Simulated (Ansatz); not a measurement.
The cluster PbO2H2⁺. Charge 1, multiplicity 2. Geometry PBE0-D4/def2-TZVP; atoms count from 1.

```tsv
atom	x (Å)	y (Å)	z (Å)
Pb1	-0.6272	0.4618	-0.1900
O2	1.1270	0.3187	-1.2597
O3	-0.5026	-0.7805	1.4480
H4	-1.2450	-0.8415	2.0702
H5	1.2479	0.8415	-2.0685
```

In the def2 sets Pb takes a core potential; there is no spin–orbit coupling. The structure comes from a short search, and lower isomers may exist.

Problem. Estimate the Mulliken populations from the PBE0/def2-TZVP orbitals of Ansatz.

Solution. 
```
atom  charge (e)  spin (α − β)
 Pb1        1.25          0.17
  O2       -0.50          0.42
  O3       -0.50          0.42
  H4        0.37         -0.01
  H5        0.37         -0.01
```
Mulliken values and Mayer orders depend strongly on the basis.

Problem. Where does the spin sit?

Solution. Summed by element: Pb 0.17, O 0.85, H -0.02, of 1 unpaired in all. Largest on single atoms: O2 0.42, O3 0.42, Pb1 0.17.

Problem. And the Mayer bond orders between bonded heavy atoms (over 0.3)?

Solution. Pb1–O2 0.90 (2.06 Å); Pb1–O3 0.90 (2.06 Å).
